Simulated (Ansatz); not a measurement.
One change: `NC([SiH3])S` becomes `NC([SiH3])[AsH2]`.

Ansatz, PBE0-D4/def2-TZVP geometries, multiplicity 1. Each molecule was computed in one conformer, which needn't be the lowest.

Scalar relativity is left out up to krypton.

```csv
property,`NC([SiH3])S`
HOMO energy (PBE/def2-TZVPP) / eV,-5.55
LUMO energy (PBE/def2-TZVPP) / eV,-0.82
HOMO energy (PBE0/def2-TZVPP) / eV,-6.81
HOMO–LUMO gap (ωB97M-V/def2-TZVPP) / eV,10.80
HOMO–LUMO gap (PBE0/def2-TZVPP) / eV,6.88
HOMO–LUMO gap (PBE/def2-TZVPP) / eV,4.72
```

Q: What does the change do to each property? (An estimate is asked.)

A: Computed: 
```tsv
property	`NC([SiH3])[AsH2]`	shift
HOMO energy (PBE/def2-TZVPP) / eV	-5.70	-0.15
LUMO energy (PBE/def2-TZVPP) / eV	-0.89	-0.07
HOMO energy (PBE0/def2-TZVPP) / eV	-7.14	-0.33
HOMO–LUMO gap (ωB97M-V/def2-TZVPP) / eV	10.86	0.06
HOMO–LUMO gap (PBE0/def2-TZVPP) / eV	7.08	0.20
HOMO–LUMO gap (PBE/def2-TZVPP) / eV	4.82	0.10
```

With PBE0 the HOMO falls by 0.33 eV and the LUMO falls by 0.13 eV, so the gap widens by about 0.20 eV. PBE moves the HOMO by -0.15 eV and ωB97M-V by -0.22 eV.
